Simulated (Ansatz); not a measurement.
Relaxation of Al13P13H34, a nanocrystal cut from zinc blende AlP (hydrogen-capped) with RKS r2SCAN-D4/def2-SVP.

```sh
$ ansatz run in.yaml --threads 4 --pin off --events-out ev --progress --plain --max-ram 46080MiB --backend cuda --devices 0, --max-vram 37GiB
```

```yaml
crystal:
  periodic: [false, false, false]
  atoms:
    - {symbol: Al, position_ang: [-4.593000, -1.142930, 1.722980]}
    - {symbol: Al, position_ang: [-3.433520, 2.476130, -0.822590]}
    - {symbol: Al, position_ang: [-1.367570, -4.490320, 1.756670]}
    - {symbol: Al, position_ang: [1.748320, -4.201650, -0.763110]}
    - {symbol: Al, position_ang: [-1.932600, 1.630380, -3.371930]}
    - {symbol: Al, position_ang: [1.127190, -1.521200, -3.469250]}
    - {symbol: Al, position_ang: [-1.473160, -1.383770, -0.392870]}
    - {symbol: Al, position_ang: [-1.040000, 1.718870, 2.039990]}
    - {symbol: Al, position_ang: [1.815010, -1.371820, 1.563840]}
    - {symbol: Al, position_ang: [1.202910, 1.456610, -0.954610]}
    - {symbol: Al, position_ang: [-0.673070, 4.873150, -1.020360]}
    - {symbol: Al, position_ang: [4.408550, -0.598830, -0.915470]}
    - {symbol: Al, position_ang: [3.826510, 2.376110, 2.566850]}
    - {symbol: P, position_ang: [-2.781720, -2.628880, 1.158590]}
    - {symbol: P, position_ang: [-2.703350, 0.289660, -1.539940]}
    - {symbol: P, position_ang: [-3.106690, 0.594670, 2.549960]}
    - {symbol: P, position_ang: [-1.730500, 3.445680, 0.590070]}
    - {symbol: P, position_ang: [0.061310, -2.706650, -1.674340]}
    - {symbol: P, position_ang: [0.486640, -3.101030, 2.549200]}
    - {symbol: P, position_ang: [3.242750, -2.461980, 0.015610]}
    - {symbol: P, position_ang: [-0.510410, -0.052700, -4.452250]}
    - {symbol: P, position_ang: [-0.164420, 2.870210, -2.300100]}
    - {symbol: P, position_ang: [2.554410, 0.034680, -2.325780]}
    - {symbol: P, position_ang: [0.133450, 0.092720, 0.710060]}
    - {symbol: P, position_ang: [2.994450, 0.131880, 3.005160]}
    - {symbol: P, position_ang: [2.508810, 2.787810, 0.577130]}
    - {symbol: H, position_ang: [-5.413990, -1.586680, 2.968020]}
    - {symbol: H, position_ang: [-5.299710, -0.724650, 0.397040]}
    - {symbol: H, position_ang: [-3.299290, 3.196620, -2.285400]}
    - {symbol: H, position_ang: [-4.765050, 2.471680, -0.018170]}
    - {symbol: H, position_ang: [-1.790180, -5.194890, 3.088200]}
    - {symbol: H, position_ang: [-1.193120, -5.285050, 0.417080]}
    - {symbol: H, position_ang: [2.350000, -4.959630, -1.973620]}
    - {symbol: H, position_ang: [1.376860, -4.950910, 0.577660]}
    - {symbol: H, position_ang: [-2.812650, 2.039550, -4.556550]}
    - {symbol: H, position_ang: [1.760070, -2.424260, -4.542390]}
    - {symbol: H, position_ang: [-0.203050, 2.099960, 3.291160]}
    - {symbol: H, position_ang: [-1.726820, 5.765910, -1.727320]}
    - {symbol: H, position_ang: [0.686030, 5.476830, -0.542390]}
    - {symbol: H, position_ang: [5.673970, -0.916190, -1.735930]}
    - {symbol: H, position_ang: [4.453060, 0.479840, 0.283570]}
    - {symbol: H, position_ang: [5.343290, 2.355240, 2.279630]}
    - {symbol: H, position_ang: [3.207520, 3.236970, 3.703430]}
    - {symbol: H, position_ang: [-3.456200, -3.320630, 0.143450]}
    - {symbol: H, position_ang: [-3.887920, -0.266980, -2.010260]}
    - {symbol: H, position_ang: [-3.834970, 1.485440, 3.327020]}
    - {symbol: H, position_ang: [-2.671500, -0.146750, 3.654870]}
    - {symbol: H, position_ang: [-2.540980, 4.202080, 1.444020]}
    - {symbol: H, position_ang: [-0.765330, -3.589420, -2.375560]}
    - {symbol: H, position_ang: [1.338370, -3.923330, 3.277830]}
    - {symbol: H, position_ang: [-0.025610, -2.470090, 3.688500]}
    - {symbol: H, position_ang: [4.092190, -3.081410, 0.940260]}
    - {symbol: H, position_ang: [-1.358660, -0.866440, -5.189580]}
    - {symbol: H, position_ang: [0.126740, 0.480310, -5.564590]}
    - {symbol: H, position_ang: [0.745820, 3.133260, -3.339870]}
    - {symbol: H, position_ang: [2.992210, 0.938430, -3.300970]}
    - {symbol: H, position_ang: [2.013360, 0.371020, 3.964560]}
    - {symbol: H, position_ang: [3.846250, -0.521750, 3.886250]}
    - {symbol: H, position_ang: [1.429570, 3.491450, 1.134960]}
    - {symbol: H, position_ang: [3.009410, 3.887640, -0.108420]}
basis:
  gaussian: {orbitals: def2-SVP, fitting: {mean_field: def2-universal-jkfit}}
hamiltonian: {xc: r2scan, dispersion: d4}
scf: {lower_state_search: "off"}
output: {orbitals: {seedname: orbitals}}
relax: {f_tol: 0.03, max_steps: 70}
```

Hardware: 4 threads of AMD EPYC 7R13 on a shared host and a share (37 GiB) of an NVIDIA H100 80GB HBM3. Wall time 1.9 min, peak host memory 1.3 GiB.

Positions (Å) and forces (eV/Å) at steps 1, 2, 3, 4 of 23:

```xyz
60
step=1 energy=-207006.9208 eV
Al   -4.593   -1.143    1.723    0.179    0.088   -0.038
Al   -3.434    2.476   -0.823    0.174    0.093    0.121
Al   -1.368   -4.490    1.757   -0.132    0.175    0.129
Al    1.748   -4.202   -0.763    0.118    0.294    0.146
Al   -1.933    1.630   -3.372    0.524   -0.300    0.693
Al    1.127   -1.521   -3.469   -0.235    0.397    0.537
Al   -1.473   -1.384   -0.393    0.599    0.496    0.239
Al   -1.040    1.719    2.040    0.083   -0.329   -0.536
Al    1.815   -1.372    1.564   -0.031    0.175   -0.364
Al    1.203    1.457   -0.955    0.022   -0.502    0.024
Al   -0.673    4.873   -1.020    0.236   -0.308   -0.003
Al    4.409   -0.599   -0.915   -0.348    0.215    0.243
Al    3.827    2.376    2.567   -0.138   -0.237   -0.249
P    -2.782   -2.629    1.159    0.256    0.311   -0.217
P    -2.703    0.290   -1.540    0.386    0.192    0.069
P    -3.107    0.595    2.550    0.231   -0.151   -0.293
P    -1.730    3.446    0.590    0.042   -0.323   -0.315
P     0.061   -2.707   -1.674   -0.027    0.342    0.232
P     0.487   -3.101    2.549    0.032    0.160   -0.262
P     3.243   -2.462    0.016   -0.482    0.306   -0.052
P    -0.510   -0.053   -4.452    0.193    0.047    0.784
P    -0.164    2.870   -2.300   -0.113   -0.137    0.170
P     2.554    0.035   -2.326   -0.393   -0.014    0.430
P     0.133    0.093    0.710   -0.136   -0.185   -0.456
P     2.994    0.132    3.005   -0.221   -0.018   -0.377
P     2.509    2.788    0.577   -0.208   -0.400    0.001
H    -5.414   -1.587    2.968   -0.205   -0.161    0.448
H    -5.300   -0.725    0.397   -0.131    0.084   -0.406
H    -3.299    3.197   -2.285    0.066   -0.223    0.088
H    -4.765    2.472   -0.018   -0.518   -0.011    0.159
H    -1.790   -5.195    3.088   -0.109   -0.177    0.346
H    -1.193   -5.285    0.417    0.070   -0.057   -0.259
H     2.350   -4.960   -1.974    0.164   -0.318   -0.486
H     1.377   -4.951    0.578   -0.047   -0.064    0.188
H    -2.813    2.040   -4.557   -0.462    0.313   -0.525
H     1.760   -2.424   -4.542    0.336   -0.409   -0.446
H    -0.203    2.100    3.291    0.185    0.177    0.513
H    -1.727    5.766   -1.727   -0.452    0.279   -0.216
H     0.686    5.477   -0.542    0.437    0.177    0.176
H     5.674   -0.916   -1.736    0.578   -0.177   -0.351
H     4.453    0.480    0.284    0.031   -0.020   -0.080
H     5.343    2.355    2.280    0.600   -0.057   -0.173
H     3.208    3.237    3.703   -0.252    0.312    0.367
H    -3.456   -3.321    0.143   -0.356   -0.340   -0.468
H    -3.888   -0.267   -2.010   -0.659   -0.294   -0.260
H    -3.835    1.485    3.327   -0.491    0.624    0.313
H    -2.671   -0.147    3.655    0.285   -0.356    0.485
H    -2.541    4.202    1.444   -0.326    0.357    0.337
H    -0.765   -3.589   -2.376   -0.361   -0.434   -0.348
H     1.338   -3.923    3.278    0.561   -0.518    0.202
H    -0.026   -2.470    3.688   -0.422    0.348    0.408
H     4.092   -3.081    0.940    0.349   -0.260    0.405
H    -1.359   -0.866   -5.190   -0.568   -0.566   -0.325
H     0.127    0.480   -5.565    0.488    0.400   -0.601
H     0.746    3.133   -3.340    0.283    0.145   -0.301
H     2.992    0.938   -3.301    0.231    0.323   -0.418
H     2.013    0.371    3.965   -0.582    0.179    0.445
H     3.846   -0.522    3.886    0.633   -0.446    0.317
H     1.430    3.491    1.135   -0.401    0.248    0.211
H     3.009    3.888   -0.108    0.432    0.534   -0.399
60
step=2 energy=-207007.5935 eV
Al   -4.583   -1.102    1.724    0.165   -0.100   -0.008
Al   -3.543    2.417   -0.707    0.187    0.096   -0.301
Al   -1.411   -4.421    1.818   -0.131    0.091   -0.136
Al    1.801   -4.179   -0.831   -0.052    0.015    0.159
Al   -1.885    1.600   -3.355   -0.063   -0.034    0.193
Al    1.160   -1.530   -3.466   -0.133   -0.008    0.048
Al   -1.426   -1.320   -0.454   -0.137   -0.098   -0.048
Al   -1.015    1.689    2.033   -0.124    0.068   -0.002
Al    1.790   -1.350    1.561   -0.024   -0.033    0.045
Al    1.231    1.429   -0.979    0.120    0.130   -0.089
Al   -0.621    4.843   -1.001   -0.086   -0.104   -0.116
Al    4.449   -0.606   -0.968   -0.068    0.094    0.127
Al    3.797    2.333    2.526   -0.094   -0.033   -0.040
P    -2.814   -2.602    0.992    0.156    0.086    0.227
P    -2.787    0.277   -1.568    0.434    0.017    0.139
P    -3.086    0.600    2.687    0.098   -0.164   -0.185
P    -1.774    3.427    0.602   -0.059   -0.259   -0.116
P     0.023   -2.742   -1.728    0.199    0.252    0.090
P     0.503   -3.078    2.647   -0.177    0.073   -0.257
P     3.246   -2.428    0.044   -0.202    0.158   -0.096
P    -0.469   -0.079   -4.487    0.027    0.004    0.299
P    -0.100    2.863   -2.332   -0.213   -0.069    0.169
P     2.581    0.065   -2.362   -0.041   -0.127    0.232
P     0.139    0.095    0.652   -0.052   -0.019   -0.101
P     2.928    0.096    3.106   -0.010    0.045   -0.206
P     2.459    2.867    0.541    0.026   -0.216    0.120
H    -5.388   -1.575    3.004   -0.056   -0.076    0.069
H    -5.275   -0.706    0.355   -0.074    0.151   -0.012
H    -3.322    3.033   -2.204   -0.067    0.145    0.090
H    -4.946    2.426    0.027   -0.059   -0.005    0.055
H    -1.835   -5.158    3.158   -0.088    0.020    0.081
H    -1.198   -5.190    0.448    0.108   -0.084    0.009
H     2.365   -4.983   -2.070    0.077   -0.012   -0.114
H     1.416   -4.911    0.532    0.005   -0.032    0.017
H    -2.807    2.094   -4.528   -0.049    0.104   -0.122
H     1.834   -2.456   -4.545    0.149   -0.085   -0.098
H    -0.238    2.112    3.349    0.134   -0.010    0.048
H    -1.735    5.730   -1.695   -0.057    0.075   -0.031
H     0.754    5.464   -0.504    0.048    0.029    0.068
H     5.748   -0.956   -1.788    0.116   -0.099   -0.101
H     4.503    0.483    0.217    0.026    0.041   -0.045
H     5.342    2.294    2.214    0.101   -0.060   -0.049
H     3.164    3.226    3.671   -0.017    0.100    0.085
H    -3.525   -3.334    0.004   -0.014   -0.044   -0.137
H    -3.985   -0.290   -2.051   -0.143   -0.162   -0.125
H    -3.864    1.551    3.387   -0.037    0.159    0.062
H    -2.630   -0.123    3.817   -0.005   -0.074    0.167
H    -2.568    4.232    1.456   -0.019    0.117    0.164
H    -0.795   -3.650   -2.444   -0.115   -0.077   -0.109
H     1.405   -3.934    3.317    0.093   -0.091    0.089
H    -0.093   -2.457    3.775    0.051    0.089    0.150
H     4.095   -3.065    0.983    0.101   -0.095    0.121
H    -1.349   -0.923   -5.197   -0.134   -0.165   -0.139
H     0.196    0.484   -5.597    0.101    0.123   -0.202
H     0.813    3.179   -3.372    0.066    0.007   -0.082
H     3.057    0.946   -3.363    0.013    0.102   -0.130
H     1.950    0.343    4.095   -0.108    0.019    0.161
H     3.868   -0.603    3.901    0.072   -0.090   -0.001
H     1.385    3.607    1.098   -0.064    0.071    0.019
H     3.071    3.941   -0.147    0.100    0.044   -0.104
60
step=3 energy=-207007.7300 eV
Al   -4.572   -1.114    1.762   -0.019   -0.018   -0.038
Al   -3.544    2.428   -0.762   -0.130    0.068   -0.069
Al   -1.444   -4.423    1.834   -0.084    0.025   -0.042
Al    1.811   -4.167   -0.824   -0.019   -0.044    0.032
Al   -1.901    1.597   -3.370   -0.021   -0.041   -0.055
Al    1.174   -1.529   -3.484    0.005   -0.021   -0.019
Al   -1.423   -1.325   -0.465   -0.017   -0.028    0.003
Al   -1.015    1.680    2.040   -0.007   -0.014    0.019
Al    1.758   -1.343    1.566   -0.066   -0.004    0.023
Al    1.233    1.433   -0.988    0.038    0.095    0.005
Al   -0.668    4.832   -1.016   -0.011    0.000   -0.028
Al    4.462   -0.593   -0.967    0.042    0.032    0.021
Al    3.790    2.315    2.538   -0.024    0.020    0.039
P    -2.806   -2.596    0.991    0.054   -0.008   -0.025
P    -2.771    0.266   -1.587    0.015    0.027   -0.018
P    -3.063    0.570    2.740    0.034   -0.008    0.023
P    -1.799    3.401    0.596   -0.035   -0.101    0.120
P     0.039   -2.725   -1.739    0.032    0.050   -0.022
P     0.464   -3.061    2.662   -0.031    0.028   -0.028
P     3.230   -2.399    0.057   -0.035    0.069    0.011
P    -0.470   -0.086   -4.504   -0.003    0.012    0.040
P    -0.129    2.851   -2.330   -0.014   -0.024    0.042
P     2.585    0.066   -2.358   -0.009   -0.024    0.016
P     0.125    0.098    0.630    0.005    0.008   -0.009
P     2.893    0.086    3.125    0.047   -0.023   -0.001
P     2.464    2.852    0.547    0.014   -0.010   -0.003
H    -5.379   -1.616    3.042    0.031   -0.052   -0.039
H    -5.282   -0.648    0.413    0.004    0.074    0.092
H    -3.342    3.117   -2.229    0.005   -0.042    0.109
H    -4.953    2.432   -0.020    0.025   -0.023   -0.026
H    -1.904   -5.135    3.185   -0.055    0.060   -0.025
H    -1.169   -5.221    0.484    0.060   -0.015    0.093
H     2.391   -4.954   -2.081    0.021    0.048    0.021
H     1.430   -4.911    0.538    0.003    0.001   -0.034
H    -2.812    2.135   -4.552    0.056   -0.003    0.033
H     1.895   -2.454   -4.556    0.013    0.031    0.034
H    -0.198    2.090    3.349    0.046    0.001   -0.075
H    -1.787    5.734   -1.704    0.032   -0.024    0.019
H     0.706    5.456   -0.489   -0.033   -0.003    0.004
H     5.760   -0.983   -1.798   -0.046   -0.052    0.009
H     4.532    0.522    0.192    0.021    0.010   -0.047
H     5.341    2.244    2.209   -0.047   -0.044    0.005
H     3.170    3.234    3.687    0.046    0.006   -0.029
H    -3.487   -3.316   -0.037   -0.021    0.022    0.019
H    -3.934   -0.360   -2.115    0.006    0.017    0.010
H    -3.815    1.582    3.404    0.018   -0.063   -0.033
H    -2.648   -0.144    3.903   -0.001    0.067    0.008
H    -2.528    4.231    1.500   -0.009   -0.029   -0.049
H    -0.792   -3.614   -2.478   -0.006   -0.022    0.002
H     1.380   -3.931    3.312   -0.003    0.034    0.019
H    -0.068   -2.407    3.815    0.050   -0.055   -0.026
H     4.076   -3.052    1.000    0.011   -0.009    0.014
H    -1.339   -0.951   -5.225    0.007   -0.001   -0.039
H     0.190    0.507   -5.617   -0.007   -0.014   -0.034
H     0.787    3.165   -3.374   -0.012    0.019   -0.017
H     3.036    0.951   -3.378    0.007    0.017   -0.001
H     1.938    0.318    4.152    0.050   -0.028    0.017
H     3.858   -0.657    3.865   -0.072    0.047   -0.058
H     1.400    3.635    1.080    0.044    0.026   -0.051
H     3.124    3.888   -0.173   -0.008   -0.067    0.036
60
step=4 energy=-207007.8348 eV
Al   -4.542   -1.107    1.795    0.002   -0.025   -0.002
Al   -3.598    2.407   -0.792   -0.032    0.030    0.109
Al   -1.491   -4.408    1.844   -0.054    0.016   -0.014
Al    1.823   -4.143   -0.811    0.023    0.019    0.013
Al   -1.890    1.590   -3.388    0.032   -0.023   -0.072
Al    1.192   -1.524   -3.505    0.021   -0.026    0.008
Al   -1.424   -1.318   -0.507    0.017   -0.010    0.002
Al   -0.998    1.661    2.044    0.004    0.007   -0.034
Al    1.718   -1.324    1.580   -0.051    0.008   -0.009
Al    1.258    1.446   -1.001   -0.020    0.026   -0.002
Al   -0.726    4.805   -0.986   -0.063   -0.029    0.041
Al    4.490   -0.621   -1.006    0.091    0.027   -0.004
Al    3.757    2.316    2.574    0.016    0.004    0.012
P    -2.810   -2.585    0.940    0.006    0.022   -0.040
P    -2.784    0.264   -1.623   -0.025   -0.024   -0.023
P    -3.009    0.542    2.802   -0.001   -0.047    0.041
P    -1.856    3.346    0.608   -0.053   -0.037    0.040
P     0.055   -2.717   -1.759   -0.011    0.018   -0.031
P     0.424   -3.044    2.667   -0.011   -0.002   -0.007
P     3.213   -2.358    0.087    0.014    0.049    0.044
P    -0.456   -0.085   -4.528   -0.006    0.007   -0.010
P    -0.141    2.852   -2.319    0.026   -0.025    0.014
P     2.600    0.066   -2.369    0.001    0.014    0.006
P     0.117    0.106    0.596   -0.015    0.020   -0.010
P     2.846    0.094    3.152    0.033   -0.017    0.003
P     2.493    2.848    0.539    0.030    0.046    0.011
H    -5.328   -1.703    3.049    0.036   -0.011   -0.043
H    -5.273   -0.497    0.517    0.027    0.002    0.073
H    -3.361    3.124   -2.224   -0.016    0.016   -0.008
H    -5.008    2.391   -0.058   -0.004   -0.006   -0.038
H    -2.024   -5.043    3.204   -0.034    0.037   -0.009
H    -1.141   -5.274    0.556    0.015    0.009    0.077
H     2.445   -4.899   -2.066    0.014    0.018    0.010
H     1.430   -4.899    0.538   -0.008   -0.006   -0.027
H    -2.774    2.166   -4.569    0.025   -0.003    0.018
H     1.933   -2.442   -4.565    0.001    0.020    0.010
H    -0.116    2.079    3.306    0.027    0.014   -0.053
H    -1.848    5.697   -1.679    0.035   -0.007    0.007
H     0.621    5.436   -0.409    0.005    0.019   -0.016
H     5.735   -1.127   -1.860   -0.074   -0.049    0.001
H     4.695    0.547    0.079   -0.051   -0.004   -0.011
H     5.307    2.190    2.261   -0.033   -0.031   -0.005
H     3.164    3.270    3.703    0.005    0.001   -0.020
H    -3.517   -3.290   -0.080   -0.011    0.001    0.016
H    -3.933   -0.377   -2.166    0.017    0.007   -0.001
H    -3.771    1.558    3.444    0.003   -0.010   -0.019
H    -2.586   -0.133    3.982    0.000    0.011    0.020
H    -2.591    4.171    1.510   -0.006   -0.009   -0.030
H    -0.768   -3.626   -2.484    0.008    0.002   -0.008
H     1.357   -3.899    3.313   -0.013    0.001    0.006
H    -0.094   -2.396    3.828    0.022   -0.019   -0.009
H     4.059   -3.015    1.028    0.005   -0.004    0.001
H    -1.320   -0.952   -5.256    0.015    0.015   -0.008
H     0.202    0.512   -5.641   -0.013   -0.015    0.001
H     0.749    3.213   -3.372    0.001    0.011    0.000
H     3.062    0.948   -3.388   -0.008    0.008    0.006
H     1.920    0.304    4.209    0.040   -0.029    0.008
H     3.829   -0.666    3.846   -0.042    0.036   -0.021
H     1.451    3.704    1.006    0.089   -0.009   -0.065
H     3.237    3.817   -0.195   -0.050   -0.066    0.049
```

Single mean-field runs in def2-SVP are fitted with def2-universal-jkfit.
